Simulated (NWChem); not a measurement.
Everything below was run with NWChem. System: H4PSi, charge 1, spin multiplicity 1, at the geometry of a parent with another charge or spin, in a state set for the comparison that need not be this species' ground state. Level: B3LYP/def2-TZVPD, VWN1-RPA local correlation.

Job file:

```
start mol
memory heap 200 mb stack 900 mb global 1100 mb
charge 1
geometry units angstroms nocenter noautoz
  Si    -0.414670     1.074888     0.000000
  P      0.427674    -1.036914     0.000000
  H      0.098396     1.787225     1.215307
  H      0.098396     1.787225    -1.215307
  H     -0.403265    -1.534583     1.050196
  H     -0.403265    -1.534583    -1.050196
  symmetry group Cs
end
basis spherical
  * library def2-tzvpd
end
dft
  xc b3lyp
  semidirect memsize 60000000 filesize 0
  iterations 100
end
task dft energy
```

NWChem printed:

```
             Northwest Computational Chemistry Package (NWChem) 7.3.0
             --------------------------------------------------------

                                NWChem Input Module
                                -------------------

 Scaling coordinates for geometry "geometry" by  1.889725989
 (inverse scale =  0.529177249)

 Turning off AUTOSYM since
 SYMMETRY directive was detected!

                             Geometry "geometry" -> ""
                             -------------------------

 Output coordinates in angstroms (scale by  1.889725989 to convert to a.u.)

  No.       Tag          Charge          X              Y              Z
 ---- ---------------- ---------- -------------- -------------- --------------
    1 Si                  14.0000    -0.41467000     1.07488800     0.00000000
    2 P                   15.0000     0.42767400    -1.03691400     0.00000000
    3 H                    1.0000     0.09839600     1.78722500     1.21530700
    4 H                    1.0000     0.09839600     1.78722500    -1.21530700
    5 H                    1.0000    -0.40326500    -1.53458300     1.05019600
    6 H                    1.0000    -0.40326500    -1.53458300    -1.05019600

 Effective nuclear repulsion energy (a.u.)      81.3196649161

            Nuclear Dipole moment (a.u.)
            ----------------------------
        X                 Y               Z
 ---------------- ---------------- ----------------
    -0.0000151178     0.0000113384     0.0000000000

      Symmetry information
      --------------------

 Group name             Cs
 Group number              2
 Group order               2
 No. of unique centers     4

      Symmetry unique atoms

     1    2    3    5


 Summary of "ao basis" -> "" (spherical)
 ------------------------------------------------------------------------------
       Tag                 Description            Shells   Functions and Types
 ---------------- ------------------------------  ------  ---------------------
 *                         def2-tzvpd                 on all atoms

                                 NWChem DFT Module
                                 -----------------

 Summary of "ao basis" -> "ao basis" (spherical)
 ------------------------------------------------------------------------------
       Tag                 Description            Shells   Functions and Types
 ---------------- ------------------------------  ------  ---------------------
 Si                        def2-tzvpd               15       43   6s5p3d1f
 P                         def2-tzvpd               15       43   6s5p3d1f
 H                         def2-tzvpd                5        9   3s2p

 Summary of "ao basis" -> "ao basis" (spherical)
 ------------------------------------------------------------------------------
       Tag                 Description            Shells   Functions and Types
 ---------------- ------------------------------  ------  ---------------------
 Si                        def2-tzvpd               15       43   6s5p3d1f
 P                         def2-tzvpd               15       43   6s5p3d1f
 H                         def2-tzvpd                5        9   3s2p

      Symmetry analysis of basis
      --------------------------

        a'         76
        a"         46

            General Information
            -------------------
          SCF calculation type: DFT
          Wavefunction type:  closed shell.
          No. of atoms     :     6
          No. of electrons :    32
[...]
 d= 0,ls=0.0,diis     5   -632.9643961048 -1.45D-03  2.44D-04  1.77D-03     4.3
  Resetting Diis
 d= 0,ls=0.0,diis     6   -632.9646809789 -2.85D-04  9.45D-05  7.18D-05     4.8
 d= 0,ls=0.0,diis     7   -632.9646983489 -1.74D-05  4.67D-05  5.14D-06     5.3
 d= 0,ls=0.0,diis     8   -632.9646959226  2.43D-06  3.36D-05  1.60D-05     5.9
 d= 0,ls=0.0,diis     9   -632.9646994229 -3.50D-06  4.78D-06  5.40D-07     6.4
 d= 0,ls=0.0,diis    10   -632.9646995068 -8.38D-08  7.89D-07  8.11D-09     7.0

         Total DFT energy =     -632.964699506778
      One electron energy =    -1029.423915733313
           Coulomb energy =      360.488542888148
    Exchange-Corr. energy =      -45.348991577734
 Nuclear repulsion energy =       81.319664916121

 Numeric. integr. density =       32.000000034520

     Total iterative time =      6.5s

                  Occupations of the irreducible representations
                  ----------------------------------------------

                     irrep           alpha         beta
                     --------     --------     --------
                     a'               12.0         12.0
                     a"                4.0          4.0

                       DFT Final Molecular Orbital Analysis
                       ------------------------------------

 Vector   14  Occ=2.000000D+00  E=-5.758773D-01  Symmetry=a"
              MO Center= -8.0D-02,  9.5D-01, -1.4D-15, r^2= 3.4D+00
   Bfn.  Coefficient  Atom+Function         Bfn.  Coefficient  Atom+Function
  ----- ------------  ---------------      ----- ------------  ---------------
    18      0.290292  1 Si pz                88      0.206048  3 H  s
    97     -0.206048  4 H  s                 61     -0.159561  2 P  pz
    87      0.132642  3 H  s                 96     -0.132642  4 H  s
    15      0.125646  1 Si pz                 9     -0.119993  1 Si pz
    89      0.112484  3 H  s                 98     -0.112484  4 H  s

 Vector   15  Occ=2.000000D+00  E=-5.606591D-01  Symmetry=a'
              MO Center=  9.7D-02, -2.2D-01, -1.5D-14, r^2= 2.9D+00
   Bfn.  Coefficient  Atom+Function         Bfn.  Coefficient  Atom+Function
  ----- ------------  ---------------      ----- ------------  ---------------
    60      0.330171  2 P  py                17     -0.248604  1 Si py
    63      0.147147  2 P  py                57      0.145676  2 P  py
    48      0.138874  2 P  s                 59      0.139529  2 P  px
    51     -0.129940  2 P  py                47      0.126583  2 P  s
   106     -0.127007  5 H  s                115     -0.127007  6 H  s

 Vector   16  Occ=2.000000D+00  E=-5.144969D-01  Symmetry=a'
              MO Center=  2.3D-01, -4.4D-01, -2.7D-15, r^2= 2.9D+00
   Bfn.  Coefficient  Atom+Function         Bfn.  Coefficient  Atom+Function
  ----- ------------  ---------------      ----- ------------  ---------------
    59      0.348510  2 P  px                47      0.271733  2 P  s
    48      0.264784  2 P  s                  5     -0.205623  1 Si s
    17      0.195118  1 Si py                62      0.185515  2 P  px
     4     -0.164044  1 Si s                 16      0.163073  1 Si px
    46     -0.160493  2 P  s                 56      0.154083  2 P  px

 Vector   17  Occ=0.000000D+00  E=-3.781368D-01  Symmetry=a'
              MO Center= -4.6D-01,  5.9D-01, -1.3D-14, r^2= 3.5D+00
   Bfn.  Coefficient  Atom+Function         Bfn.  Coefficient  Atom+Function
  ----- ------------  ---------------      ----- ------------  ---------------
     5      0.456234  1 Si s                 16     -0.441996  1 Si px
     4      0.226507  1 Si s                 59      0.215055  2 P  px
    19     -0.205821  1 Si px                13     -0.155448  1 Si px
     7      0.150849  1 Si px                60     -0.146267  2 P  py
    89     -0.136722  3 H  s                 98     -0.136722  4 H  s

 Vector   18  Occ=0.000000D+00  E=-2.072633D-01  Symmetry=a'
              MO Center= -1.8D-01,  4.1D-01, -6.5D-14, r^2= 5.6D+00
   Bfn.  Coefficient  Atom+Function         Bfn.  Coefficient  Atom+Function
  ----- ------------  ---------------      ----- ------------  ---------------
    49      0.509912  2 P  s                 17     -0.334690  1 Si py
    60     -0.297947  2 P  py                 4      0.277939  1 Si s
     6     -0.263635  1 Si s                 47     -0.258913  2 P  s
    63     -0.245136  2 P  py                20     -0.213443  1 Si py
    16      0.146914  1 Si px                57     -0.130259  2 P  py

 Vector   19  Occ=0.000000D+00  E=-2.027981D-01  Symmetry=a"
              MO Center=  1.7D-01, -4.0D-01,  2.7D-14, r^2= 3.8D+00
   Bfn.  Coefficient  Atom+Function         Bfn.  Coefficient  Atom+Function
  ----- ------------  ---------------      ----- ------------  ---------------
    64      0.310660  2 P  pz               107     -0.297279  5 H  s
   116      0.297279  6 H  s                 61      0.279525  2 P  pz
    21      0.203719  1 Si pz               106     -0.202859  5 H  s
   115      0.202859  6 H  s                 89     -0.183036  3 H  s
    98      0.183036  4 H  s                 18      0.166952  1 Si pz

 center of mass
 --------------
 x =   0.03093343 y =  -0.04608113 z =   0.00000000

 moments of inertia (a.u.)
 ------------------
         292.736460584227          87.772000920294           0.000000000000
          87.772000920294          57.160219255755           0.000000000000
           0.000000000000           0.000000000000         312.756606453874

     Multipole analysis of the density
     ---------------------------------

     L   x y z        total         alpha         beta         nuclear
     -   - - -        -----         -----         ----         -------
     0   0 0 0      1.000000    -16.000000    -16.000000     33.000000

     1   1 0 0     -0.629056     -0.314520     -0.314520     -0.000015
     1   0 1 0      0.459953      0.229971      0.229971      0.000011
     1   0 0 1      0.000000      0.000000      0.000000      0.000000

     2   2 0 0    -16.450025    -18.037407    -18.037407     19.624789
     2   1 1 0     -2.476188     18.943154     18.943154    -40.362497
     2   1 0 1      0.000000      0.000000      0.000000      0.000000
     2   0 2 0    -11.509374    -83.249416    -83.249416    154.989458
     2   0 1 1      0.000000      0.000000      0.000000      0.000000
     2   0 0 2    -17.353620    -17.889737    -17.889737     18.425854

 Task  times  cpu:        7.0s     wall:        7.0s

 Total times  cpu:        7.1s     wall:        7.1s
```
